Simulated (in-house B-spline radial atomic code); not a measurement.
Ionising Dy²⁺ with different functionals

Computed with an all-electron radial atomic-structure program (B-spline basis): scalar-relativistic (spin-free X2C) Hamiltonian, Fermi nucleus of rms radius 5.2218 fm, spin-polarised at highest spin, spherical fractional occupations for the functionals, the average over the highest-spin determinants for Hartree-Fock. The ionisation energy is the difference of two self-consistent energies, [Xe] 4f10 → [Xe] 4f9, without Breit or QED terms; ε is the level of the shell that loses the electron (its least bound occupied spin orbital). There is no spin-orbit coupling in this Hamiltonian.

Hybrids are left out here: with spherical fractional occupations of an open shell their exact exchange keeps a self-interaction that integer-occupation calculations don't have.

```csv
method,rung,ΔSCF (eV),-ε(4f) (eV)
Hartree-Fock,Hartree-Fock,17.73,23.45
LDA VWN5,LDA,24.04,15.77
LDA PW92,LDA,24.03,15.76
LDA exchange-only,LDA,22.12,13.99
PBE,GGA,23.62,15.39
PBEsol,GGA,23.68,15.43
BLYP,GGA,?,?
RPBE,GGA,23.53,15.31
PW91,GGA,23.73,15.50
BP86,GGA,23.76,15.51
AM05,GGA,23.71,15.45
OLYP,GGA,?,?
TPSS,meta-GGA,23.26,15.05
SCAN,meta-GGA,22.74,14.60
r2SCAN,meta-GGA,22.60,14.43
revTPSS,meta-GGA,23.21,15.00
```

(1) What does OLYP give?

(2) What does BLYP give?

(3) How do they compare with the NIST value?

Answers

(1) ΔSCF 23.78 eV, and -ε(4f) = 15.49 eV.

(2) ΔSCF 23.49 eV, and -ε(4f) = 15.29 eV.

(3) NIST lists 22.89 eV ± 0.03 (semi-empirical, ground level to ground level). Errors run from -5.16 to +1.15 eV; SCAN is closest (-0.15 eV), but part of that can be cancellation, since the calculations leave out spin-orbit coupling, Breit-QED terms, multiplet and fine-structure energies. Hartree-Fock also lacks correlation.
